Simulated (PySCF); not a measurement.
H$_{3}$B, triplet, at a GFN2-xTB geometry (a higher spin typed on purpose: for a closed-shell molecule this is an excited state); PBE/def2-TZVP (PySCF).

Input for PySCF:
```python
from pyscf import gto, scf, dft

mol = gto.M(
    atom='''
B     0.013411    0.149327    0.047063
H    -1.049903   -0.381915   -0.189227
H     0.228899   -0.799099    0.770069
H     0.753949    0.434380   -0.816155
''',
    basis='def2-tzvp',
    charge=0,
    spin=2,
    verbose=4,
)

mf = dft.UKS(mol)
mf.xc = 'pbe'
mf.kernel()
```

Output, abridged:

```
PySCF version 2.14.0

[INPUT] verbose = 4
[INPUT] num. atoms = 4
[INPUT] num. electrons = 8
[INPUT] charge = 0
[INPUT] spin (= nelec alpha-beta = 2S) = 2
[INPUT] symmetry False subgroup None
[INPUT] Mole.unit = angstrom
[INPUT] Symbol           X                Y                Z      unit          X                Y                Z       unit  Magmom
[INPUT]  1 B      0.013411000000   0.149327000000   0.047063000000 AA    0.025343117057   0.282187133003   0.088936180600 Bohr   0.0
[INPUT]  2 H     -1.049903000000  -0.381915000000  -0.189227000000 AA   -1.984029127359  -0.721714752863  -0.357587205373 Bohr   0.0
[INPUT]  3 H      0.228899000000  -0.799099000000   0.770069000000 AA    0.432556420187  -1.510078256414   1.455219507018 Bohr   0.0
[INPUT]  4 H      0.753949000000   0.434380000000  -0.816155000000 AA    1.424757121890   0.820859233989  -1.542309425194 Bohr   0.0

nuclear repulsion = 7.45301106561002
number of shells = 23
number of NR pGTOs = 70
number of NR cGTOs = 49
basis = def2-tzvp
ecp = {}

******** <class 'pyscf.dft.uks.UKS'> ********
method = UKS
initial guess = minao
damping factor = 0
level_shift factor = 0
DIIS = <class 'pyscf.scf.diis.CDIIS'>
diis_start_cycle = 1
diis_space = 8
diis_damp = 0
SCF conv_tol = 1e-09
SCF conv_tol_grad = None
SCF max_cycles = 50
direct_scf = True
direct_scf_tol = 1e-13
number electrons alpha = 5  beta = 3
XC library pyscf.dft.libxc version 7.1.2
    S. Lehtola, C. Steigemann, M. J. T. Oliveira, and M. A. L. Marques,  SoftwareX 7, 1–5 (2018)
XC functionals = pbe
    J. P. Perdew, K. Burke, and M. Ernzerhof,  Phys. Rev. Lett. 77, 3865 (1996)
    J. P. Perdew, K. Burke, and M. Ernzerhof,  Phys. Rev. Lett. 78, 1396 (1997)
    J. P. Perdew, K. Burke, and M. Ernzerhof,  Phys. Rev. Lett. 77, 3865 (1996)
    J. P. Perdew, K. Burke, and M. Ernzerhof,  Phys. Rev. Lett. 78, 1396 (1997)
radial grids:
    Treutler-Ahlrichs [JCP 102, 346 (1995); DOI:10.1063/1.469408] (M4) radial grids

becke partition: Becke, JCP 88, 2547 (1988); DOI:10.1063/1.454033
pruning grids: <function nwchem_prune>
grids dens level: 3
symmetrized grids: False
atomic radii adjust function: <function treutler_atomic_radii_adjust>
small_rho_cutoff = 0
Set gradient conv threshold to 3.16228e-05
tot grids = 43472
init E= -26.3277596858537

cycle= 1 E= -26.3914896931601  delta_E= -0.0637  |g|= 0.14  |ddm|= 0.882

cycle= 2 E= -26.3966890648052  delta_E= -0.0052  |g|= 0.115  |ddm|= 0.274

cycle= 3 E= -26.4071387004206  delta_E= -0.0104  |g|= 0.014  |ddm|= 0.146

cycle= 4 E= -26.407270119771  delta_E= -0.000131  |g|= 0.00437  |ddm|= 0.0179

cycle= 5 E= -26.4072862553056  delta_E= -1.61e-05  |g|= 0.000497  |ddm|= 0.00607

cycle= 6 E= -26.4072864781255  delta_E= -2.23e-07  |g|= 5.95e-05  |ddm|= 0.000655

cycle= 7 E= -26.4072864820753  delta_E= -3.95e-09  |g|= 1.28e-05  |ddm|= 0.000117

cycle= 8 E= -26.4072864822235  delta_E= -1.48e-10  |g|= 1.7e-06  |ddm|= 1.95e-05

Extra cycle  E= -26.4072864822274  delta_E= -3.92e-12  |g|= 6.13e-07  |ddm|= 3.39e-06
converged SCF energy = -26.4072864822274  <S^2> = 2.0040625  2S+1 = 3.0027071
```
